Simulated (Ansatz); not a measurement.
CH5ClO2Si2, SMILES `O=C[SiH](Cl)O[SiH3]`. Total charge 0; spin multiplicity 1. The geometry is a stationary point of PBE0-D4/def2-TZVP. It is one conformer, not always the lowest.

```xyz
11

O     1.559   -1.210   -0.389
C     0.743   -1.177   -1.277
Si   -0.719    0.059   -1.145
Cl   -2.412   -1.093   -1.063
O    -0.502    0.912    0.201
Si    0.194    0.854    1.701
H     0.837   -1.875   -2.141
H    -0.837    0.954   -2.314
H    -0.556    1.812    2.549
H     0.082   -0.510    2.270
H     1.611    1.273    1.608
```

Q: What is the dipole moment at B3LYP/def2-TZVPP? (Best estimate.)

A: The calculation gave: 1.29 D, with components (-0.14, 0.37, -1.22) D in this frame, pointing from negative to positive charge.

Q: And with PBE, r2SCAN, ωB97M-V? (Best estimate.)

A: Computed: PBE 1.14 D, r2SCAN 1.23 D, ωB97M-V 1.31 D.

Q: Give the Mulliken charges with B3LYP, ωB97M-V, r2SCAN in def2-TZVPP. (Estimate.)

A: The calculation gave: 
| atom | B3LYP | ωB97M-V | r2SCAN |
| --- | --- | --- | --- |
| O1 | -0.25 | -0.26 | -0.27 |
| C2 | 0.06 | 0.04 | 0.12 |
| Si3 | 0.58 | 0.50 | 0.61 |
| Cl4 | -0.24 | -0.20 | -0.24 |
| O5 | -0.39 | -0.39 | -0.42 |
| Si6 | 0.41 | 0.29 | 0.43 |
| H7 | 0.07 | 0.09 | 0.04 |
| H8 | -0.06 | -0.02 | -0.07 |
| H9 | -0.07 | -0.03 | -0.07 |
| H10 | -0.06 | -0.02 | -0.06 |
| H11 | -0.06 | -0.02 | -0.07 |

B3LYP here is the variant with VWN-RPA as its local correlation; programs differ in this.
